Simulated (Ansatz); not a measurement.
A single point on C2H5BOS, SMILES `OC1CBS1`.

```yaml
crystal:
  periodic: [false, false, false]
  atoms:
    - {symbol: O, position_ang: [-1.623379, 0.842752, 0.328564]}
    - {symbol: C, position_ang: [-0.670526, 0.093557, -0.332908]}
    - {symbol: C, position_ang: [0.325267, -0.581977, 0.605485]}
    - {symbol: B, position_ang: [1.575096, -0.039768, -0.177422]}
    - {symbol: S, position_ang: [0.664476, 1.048790, -1.257247]}
    - {symbol: H, position_ang: [-2.257933, 1.189740, -0.305195]}
    - {symbol: H, position_ang: [-1.116850, -0.595612, -1.055684]}
    - {symbol: H, position_ang: [0.257356, -0.110056, 1.591850]}
    - {symbol: H, position_ang: [0.182158, -1.656443, 0.744786]}
    - {symbol: H, position_ang: [2.747432, -0.242083, -0.139129]}
basis:
  gaussian: {orbitals: def2-QZVPP}
correlation: {method: mp2}
```

```sh
$ ansatz run in.yaml --threads 4 --pin off --events-out ev --progress --plain --max-ram 10444MiB
```

Shortened log:

```
Functional definition: HF
2702 factors; integrals over basis functions are off by at most 8.6e-4 eV
mean field evaluation 1: about -15664.9210 eV, gradient 4.0e1 eV
mean field evaluation 2: about -15665.1082 eV, gradient 4.0e1 eV
mean field evaluation 4: about -15668.8389 eV, gradient 4.5e0 eV
mean field evaluation 8: about -15668.9108 eV, gradient 3.2e-1 eV
mean field evaluation 16: about -15668.9117 eV, gradient 2.7e-6 eV
mean field -15668.91167181 eV, -575.8218831692 hartree, gradient 2.7e-6 eV, S^2 0.000000; 0 other end points of the search recorded, 0 dependent functions left out
9 core orbitals not correlated: weight in the atoms' cores, before any rotation towards them, 1.000 or more for the frozen orbitals, at most 0.000 for the correlated occupied ones
reference -15668.91167181 eV, -575.8218831692 hartree; 14, 14 occupied and 425, 425 virtual orbitals, 2702 factors
second order -24.72902876 eV of doubles, -0.00000000 eV of singles
Total energy: -15693.64070057 eV, -576.7306582142 hartree
```

It took 23 s on 4 threads of an Arm Neoverse V1 on a shared host, with 2.7 GiB of host memory at the peak.
